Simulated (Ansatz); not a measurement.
Program: Ansatz. Geometries: PBE0-D4/def2-TZVP. ΔE: electronic, gas phase. CCSD(T)/CBS adds triple-zeta CCSD(T) − MP2 to the extrapolated MP2 energy (def2 sets, frozen cores). This one scheme is used for every species, atoms too. DFT in def2-TZVPP. B3LYP here is the variant with VWN-RPA as its local correlation; programs differ in this. No spin–orbit coupling; open shells (•) take unrestricted orbitals. Spin–orbit coupling would lower the free atoms: a little for C, Si; clearly for Ga. For Ga outer-core shells are correlated without core-valence functions, so the limit isn't a true one: a few kJ/mol of doubt a bond, and 10 to 20 or more in all where bonds break to atoms. Scalar relativity is left out up to krypton. One conformer a species, not always the lowest.

Consider the atomization: `[SiH3][SiH2][CH2][GaH2]` → C• + Ga• + 9 H• + 2 Si•.

CCSD(T)/CBS gives +927.9 kcal/mol.

Q: Another level gave +932.8 kcal/mol. Which?
A. ωB97M-V/def2-TZVPP
B. B3LYP-D4/def2-TZVPP
C. PBE0/def2-TZVPP
D. ωB97X-V/def2-TZVPP

A: D. ωB97X-V 932.8, B3LYP-D4 921.8, PBE0 910.6, ωB97M-V 924.0 kcal/mol.

Largest T1 diagnostic among the species: 0.013.

In def2-TZVPP, CCSD(T) changes the Hartree–Fock value by +203.5 kcal/mol (the triples alone add +8.3 kcal/mol) and MP2 by +196.6 kcal/mol; breaking electron pairs costs correlation energy, which Hartree–Fock lacks. The D4 term adds +11.6 kcal/mol with B3LYP and +6.2 kcal/mol with PBE0; it sums over pairs of atoms, weighted by their polarisabilities, and B3LYP, whose exchange is more repulsive, gets the larger term.

For atomizations the MP2-based limit and the directly extrapolated one differ by several kJ/mol either way, and by 10 to 25 for some Ge, Se and Sn compounds, so smaller differences from it don't rank the levels.
